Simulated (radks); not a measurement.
The numbers below are computed, except where a source is named.
All-electron atom: Ni9+ in [Ar] 3d1 (the NIST ground configuration). Level of theory: Dirac Kohn-Sham, relativistic LDA (MacDonald-Vosko exchange, VWN5 correlation), spin-unpolarised, spherical densities, finite nucleus; open shells fill j = l - 1/2 first; Fermi nuclear charge, rms radius 3.7757 fm (a radial shooting solver on a logarithmic mesh with Libxc functionals).

Unscreened Slater integrals over Kohn-Sham orbitals (hartree). Large and small components are both included. Empty in this configuration: 3d5/2.

| integral | value |
|---|---|
| F0(3d3/2,3d3/2) | 1.3592 |
| F2(3d3/2,3d3/2) | 0.67753 |
| F0(3d3/2,3p3/2) | 1.3228 |
| F2(3d3/2,3p3/2) | 0.64695 |
| G1(3d3/2,3p3/2) | 0.75899 |
| G3(3d3/2,3p3/2) | 0.48363 |
| F0(3d3/2,3p1/2) | 1.3296 |
| G1(3d3/2,3p1/2) | 0.76801 |
| F0(3d3/2,3s1/2) | 1.3302 |
| G2(3d3/2,3s1/2) | 0.58707 |
| F0(3d3/2,3d5/2) | 1.3573 |
| F2(3d3/2,3d5/2) | 0.67685 |
| G2(3d3/2,3d5/2) | 0.67591 |
| G4(3d3/2,3d5/2) | 0.43141 |
| F0(3p3/2,3p3/2) | 1.3050 |
| F2(3p3/2,3p3/2) | 0.66024 |
| F0(3p3/2,3p1/2) | 1.3113 |
| G2(3p3/2,3p1/2) | 0.66252 |
| F0(3p3/2,3s1/2) | 1.3109 |
| G1(3p3/2,3s1/2) | 0.86878 |
| F0(3p3/2,3d5/2) | 1.3211 |
| F2(3p3/2,3d5/2) | 0.64676 |
| G1(3p3/2,3d5/2) | 0.75963 |
| G3(3p3/2,3d5/2) | 0.48403 |
| F0(3p1/2,3p1/2) | 1.3176 |
| F0(3p1/2,3s1/2) | 1.3171 |
| G1(3p1/2,3s1/2) | 0.87065 |
| F0(3p1/2,3d5/2) | 1.3280 |
| G3(3p1/2,3d5/2) | 0.48822 |
| F0(3s1/2,3s1/2) | 1.3184 |
| F0(3s1/2,3d5/2) | 1.3285 |
| G2(3s1/2,3d5/2) | 0.58739 |
| F0(3d5/2,3d5/2) | 1.3554 |
| F2(3d5/2,3d5/2) | 0.67618 |
| F4(3d5/2,3d5/2) | 0.43161 |
